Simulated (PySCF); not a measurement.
Two-component Hartree-Fock for Pb⁷⁰⁺ (lead, charge +70)

Start: [Ne] 3s2. Calculated with PySCF 2.14 in an uncontracted even-tempered set (17 s from 8.9 bohr⁻², ratio 2.6; 14 p from 12 bohr⁻², ratio 2.6; 6 d from 12 bohr⁻², ratio 2.8; 4 f from 160 bohr⁻², ratio 2.8): generalised Hartree-Fock with the X2C-1e Hamiltonian and a Gaussian nucleus; spin-orbit coupling (SO) screened by Boettger's factors.

```
spinor shell  electrons  ε, screened SO (eV)  weight of nominal j (screened SO)  rms radius, screened SO (bohr)
       1s1/2          2             -94938.1                              1.000                          0.0181
       2s1/2          2             -22074.7                              1.000                          0.0719
       2p1/2          2             -21489.0                              1.000                          0.0607
       3s1/2          2              -9005.2                              1.000                           0.172
```

(1) Where does 2p3/2 lie, and what is the 2p spin-orbit splitting (screened SO)?

```tsv
quantity	screened SO
E (hartree)	-14598.97260
M_J	0
⟨J²⟩	0.000
⟨L²⟩	0.055
⟨S²⟩	0.055
```

Breit and QED terms are absent; they matter most for the inner s and p1/2 levels.

Densities and radii are taken from the X2C orbitals without a picture-change correction, which distorts them close to the nucleus.

Answers

(1) At -19231.5 eV, 2257.5 eV above 2p1/2.
